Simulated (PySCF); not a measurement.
# Nuclear quadrupole coupling in `O=[P@@](O)(C1CC1)C(F)(F)F`

Compound: C₄H₆F₃O₂P.
Z-matrix (Å and degrees, GFN2-xTB geometry), rows numbered from 1:
```
O 
P   1  1.4589
O   2  1.5974  1  113.56
C   2  1.8048  1  119.80  3   126.45
C   4  1.5002  2  118.56  1  -160.74
C   5  1.4894  4   60.36  2   106.98
C   2  1.8940  1  111.45  3  -112.93
F   7  1.3358  2  111.25  1   -67.31
F   7  1.3376  2  113.69  1   171.95
F   7  1.3362  2  109.71  1    52.02
H   3  0.9616  2  109.65  1    -8.58
H   4  1.0823  2  112.98  1    51.98
H   5  1.0793  4  117.64  6  -108.28
H   5  1.0791  4  117.48  6   109.35
H   6  1.0792  4  117.58  5  -109.35
H   6  1.0798  4  117.82  5   108.17
```

Field gradients from the PBE0/pcSseg-1 density (PySCF, non-relativistic), principal values in atomic units, ordered |Vxx| ≤ |Vyy| ≤ |Vzz|:

```csv
atom,Vxx,Vyy,Vzz
O1,-0.2721,-0.4671,0.7392
O3,-0.2211,-1.3055,1.5267
```

Q: Find the asymmetry η = (Vxx − Vyy)/Vzz and the couplings χ = eQV/h (234.96 MHz × Q in barn × V in au), with Q(17O) = −0.0256 b.

A: 
```csv
atom,environment,nucleus,η,χzz (MHz),χxx (MHz),χyy (MHz)
O1,phosphoryl oxygen,17O,0.26,-4.446,1.637,2.809
O3,hydroxyl oxygen,17O,0.71,-9.18,1.33,7.85
```

The tensor is traceless: Vxx + Vyy + Vzz = 0.

Q: What is Vzz at O3 in SI units (1 au = 9.71736 × 10²¹ V/m²)?

A: 1.5267 au = 14.835 × 10²¹ V/m².

Q: And the gradient at the other heavy atoms, for which no coupling is worked out here?

A: 
```json
{"atom": "P2", "environment": "phosphoryl phosphorus", "Vzz (au)": "-0.736", "η": "0.80"}
{"atom": "C4", "environment": "sp3 carbon bound to phosphorus", "Vzz (au)": "0.200", "η": "0.66"}
{"atom": "C5", "environment": "three-membered-ring carbon", "Vzz (au)": "0.194", "η": "0.41"}
{"atom": "C6", "environment": "three-membered-ring carbon", "Vzz (au)": "0.194", "η": "0.37"}
{"atom": "C7", "environment": "CF3 carbon", "Vzz (au)": "-0.470", "η": "0.01"}
{"atom": "F8", "environment": "fluorine of a CF3 group", "Vzz (au)": "2.857", "η": "0.03"}
{"atom": "F9", "environment": "fluorine of a CF3 group", "Vzz (au)": "2.862", "η": "0.02"}
{"atom": "F10", "environment": "fluorine of a CF3 group", "Vzz (au)": "2.872", "η": "0.02"}
```

Q: What couplings would deuterons (Q(2H) = 0.00286 b) have in place of the hydrogens, at this geometry?

A: 
| atom | bonded to | bond length (Å) | Vzz (au) | η | χzz (kHz) |
| --- | --- | --- | --- | --- | --- |
| H11 | O3 | 0.962 | 0.4704 | 0.09 | 316 |
| H12 | C4 | 1.082 | 0.3230 | 0.10 | 217 |
| H13 | C5 | 1.079 | 0.3249 | 0.07 | 218 |
| H14 | C5 | 1.079 | 0.3301 | 0.06 | 222 |
| H15 | C6 | 1.079 | 0.3301 | 0.07 | 222 |
| H16 | C6 | 1.080 | 0.3262 | 0.07 | 219 |

Isolated species at its GFN2-xTB geometry (one conformer only). GFN2-xTB bond lengths can be off by several hundredths of an ångström, more for odd bonds, and the gradients follow them. The basis is small and wasn't made for field gradients, so the couplings can be 20 % off.
